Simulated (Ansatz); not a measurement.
Question: Name a neutral molecule of Al, B, C, Cl, O and H with HOMO energy (ωB97M-V/def2-TZVPP) between -8.90 and -8.60 eV and HOMO energy (PBE0/def2-TZVPP) between -6.70 and -6.40 eV (Ansatz, PBE0-D4/def2-TZVP geometry).

Answer: `[BH2][Al]([Cl])[CH2]OC` (-8.89 eV, -6.67 eV). Other molecules can fit too; these were computed, each in one conformer that needn't be the lowest.
